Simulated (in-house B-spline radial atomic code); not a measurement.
## RPA and G0W0 on LC-wPBE: Yb²⁺

Configuration [Xe] 4f14, mean-field start LC-wPBE. Computed with an all-electron radial atomic-structure program (B-spline basis): all electrons, scalar-relativistic (spin-free one-electron X2C), finite nucleus, each spin shell either full or empty, empty states to l = 9 with an (l + 1/2)⁻⁴ tail; G0W0 by contour deformation at full frequency.

Without the two-electron picture change, the correlation of inner shells comes somewhat too large for so heavy an element.

Command:
```bash
python run_gw.py task.json out
```
Settings (radii: box in bohr, nucleus in fm):
```
Z                        70
electrons                68
configuration            [Xe] 4f14
hamiltonian              x2c
method                   lc_wpbe
lmax                     9
rms_radius               5.3108
spin_polarised           False
box_radius               17.55
intervals                69
```

Time taken, with all properties: 7.7 s on 1 thread of Arm Neoverse N1 (shared host).

Energies (hartree):

| term | value |
| --- | --- |
| mean-field total | -14058.92096 |
| Hartree-Fock functional on these orbitals | -14054.00404 |
| direct second order | -7.6512 |
| second-order exchange | 1.8505 |
| SOSEX correction | 1.6825 |

**Question.** What is the RPA correlation energy, and what remains with SOSEX?

**Answer.** RPA gives -6.2819 hartree (-2.51 eV per electron); RPA + SOSEX gives -4.5993, and the second-order doubles -5.8007 hartree (no singles). SOSEX takes back 27 % of the RPA value.

Quasi-particle levels (eV):

| level | occupied | mean field | Σx - vxc | Σc | QP weight | G0W0 |
| --- | --- | --- | --- | --- | --- | --- |
| 4f | yes | -22.709 | -8.04 | ? | ? | ? |
| 5p | yes | -46.96 | -2.52 | -0.29 | 0.905 | -49.76 |
| 6s | no | -12.033 | 0.77 | -0.93 | 0.985 | -12.197 |

G0W0 = mean field + (Σx - vxc) + Σc, with Σc (partial-wave tail included) taken at the quasi-particle energy. Only the outer levels were computed. Levels of low weight are left out.

**Question.** Where does G0W0 put 4f?

**Answer.** At -26.589 eV, with Σc = 4.16 eV and a quasi-particle weight of 0.888. The tabulated removal energy is 25.053 ± 0.025 eV (NIST, semi-empirical); the calculation leaves out spin-orbit coupling, Breit and QED terms, and what these don't explain is the method's own error.
